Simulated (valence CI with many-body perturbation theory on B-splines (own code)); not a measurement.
# As XII: E2, M1 decay

Computed by configuration interaction combined with many-body perturbation theory (CI+MBPT): four valence electrons over a frozen Dirac-Fock core [Ar], a basis of 9 s, 9 p, 10 d, 8 f, 5 g, 3 h, 1 i functions for each j, with the one-electron correlation potential Σ1 (screened to all orders), the two-electron term Σ2, the three-electron term Σ3, Breit, model QED; selected single and double excitations, second order for the rest, scaled by the run's own slope (own B-spline code, finite nucleus).

No measured levels were compared; by estimate terms of the open shell hold to 2 to 4 % of their energy, and close levels can change places. Core correlation moves these levels by up to 6200 cm⁻¹, and in measured spectra 5 to 20 % of such shifts remained as error; rates that hang on mixing are uncertain with them. Only levels of the ground parity were solved; by the run's estimate the other parity begins above the list, which can be wrong where configurations are misplaced.

Lines 51 to 100 of 120 in falling wavelength, among levels below 29.867 eV, chosen from the decays that carry over 1 % of a level's rate. Wavelengths and rates use the calculated energies, so an error of 2000 cm⁻¹ moves a line at 2630 Å by 5.3 % and its rate by three times that or more. Electric multipoles are in the length gauge, E1 and E2 with the static RPA response of the core. S is in atomic units (e²a₀⁴ for E2 and M2, e²a₀⁶ for E3), for M1 in squared Bohr magnetons. Weak lines are less certain than strong ones. Lines between different terms over intervals too small for the method are left out, as are lines whose strength nearly cancels.

Names give the largest LS component (configuration and term), which can be under half, so a name can repeat, a term be missing and a line seem to break the LS rules; names also repeat where a configuration has a term twice. Letters in brackets count levels of one name in rising energy.

```csv
λ vac (Å),Upper,Lower,Type,A (s⁻¹),S (a.u.)
2630,3d4 3H_4,3d4 5D_4,M1,4.32e+00,2.62e-02
2581,3d4 1D_2 [a],3d4 3F_2 [a],M1,1.28e+01,4.09e-02
2543,3d4 1D_2 [a],3d4 3F_3 [a],M1,2.49e+01,7.60e-02
2462,3d4 3H_4,3d4 5D_3,M1,8.84e-01,4.40e-03
2459,3d4 3H_5,3d4 5D_4,M1,5.39e-02,3.27e-04
2431,3d4 1F_3,3d4 3G_4,M1,8.41e+00,3.13e-02
2398,3d4 3P_0 [a],3d4 5D_1,M1,1.03e+02,5.28e-02
2383,3d4 1F_3,3d4 3G_3,M1,6.45e+00,2.27e-02
2358,3d4 1D_2 [a],3d4 3P_1 [a],M1,5.81e+00,1.41e-02
2277,3d4 3P_2 [b],3d4 3D_1,M1,7.66e-01,1.68e-03
2272,3d4 3F_3 [a],3d4 5D_4,M1,2.93e+00,8.92e-03
2238,3d4 3F_4 [b],3d4 1G_4 [a],M1,3.79e+00,1.42e-02
2237,3d4 1F_3,3d4 3P_2 [a],M1,8.84e-01,2.57e-03
2208,3d4 3P_2 [b],3d4 3D_2,M1,1.14e+01,2.28e-02
2191,3d4 3F_4 [a],3d4 5D_4,M1,4.09e+01,1.44e-01
2180,3d4 3P_1 [a],3d4 5D_2,M1,7.62e+01,8.77e-02
2169,3d4 3P_2 [b],3d4 3D_3,M1,4.96e+00,9.37e-03
2169,3d4 3P_2 [b],3d4 3D_3,E2,8.64e-01,1.85e-01
2145,3d4 3F_3 [a],3d4 5D_3,M1,2.49e+01,6.39e-02
2130,3d4 3F_2 [b],3d4 3D_1,M1,1.26e+01,2.26e-02
2119,3d4 3F_2 [a],3d4 5D_3,M1,2.33e+00,4.12e-03
2087,3d4 1F_3,3d4 3F_4 [a],M1,2.56e+00,6.05e-03
2073,3d4 3F_4 [a],3d4 5D_3,M1,9.60e+00,2.85e-02
2070,3d4 3F_4 [b],3d4 3D_3,M1,1.70e+01,5.04e-02
2070,3d4 3F_2 [b],3d4 3D_2,M1,1.70e+01,2.79e-02
2045,3d4 3P_1 [a],3d4 5D_0,M1,4.97e+00,4.73e-03
2042,3d4 3F_3 [a],3d4 5D_2,M1,1.04e+01,2.29e-02
2019,3d4 1F_3,3d4 3F_3 [a],M1,4.17e+00,8.90e-03
2018,3d4 3F_2 [a],3d4 5D_2,M1,1.59e+01,2.42e-02
1945,3d4 3F_2 [a],3d4 5D_1,M1,9.50e+00,1.30e-02
1944,3d4 3P_2 [a],3d4 5D_3,M1,4.20e+01,5.72e-02
1939,3d4 3G_3,3d4 5D_4,M1,1.41e+00,2.67e-03
1908,3d4 3G_4,3d4 5D_4,M1,6.75e+00,1.57e-02
1846,3d4 3G_3,3d4 5D_3,M1,9.42e+00,1.54e-02
1842,3d4 3G_5,3d4 5D_4,M1,3.47e-01,8.85e-04
1818,3d4 3G_4,3d4 5D_3,M1,2.42e+00,4.85e-03
1801,3d4 1F_3,3d4 3H_4,M1,2.49e+00,3.77e-03
1769,3d4 3G_3,3d4 5D_2,M1,4.25e+00,6.10e-03
1734,3d4 3F_4 [b],3d4 3G_5,M1,1.05e+01,1.83e-02
1734,3d4 3F_4 [b],3d4 3G_5,E2,1.43e+00,1.81e-01
1679,3d4 3F_4 [b],3d4 3G_4,M1,4.37e+00,6.90e-03
1679,3d4 3F_4 [b],3d4 3G_4,E2,1.09e+00,1.17e-01
1656,3d4 3F_4 [b],3d4 3G_3,M1,4.63e+00,7.01e-03
1641,3d4 3P_2 [b],3d4 3P_2 [a],E2,1.25e+00,6.62e-02
1633,3d4 3F_2 [b],3d4 3G_3,M1,2.83e+01,2.29e-02
1571,3d4 3D_3,3d4 5D_4,M1,2.55e+01,2.56e-02
1509,3d4 3D_3,3d4 5D_3,M1,5.69e+00,5.08e-03
1508,3d4 3F_4 [b],3d4 3F_4 [a],M1,8.28e+00,9.47e-03
1508,3d4 3F_4 [b],3d4 3F_4 [a],E2,1.13e+00,7.06e-02
1490,3d4 3D_2,3d4 5D_3,M1,1.69e+01,1.04e-02
```
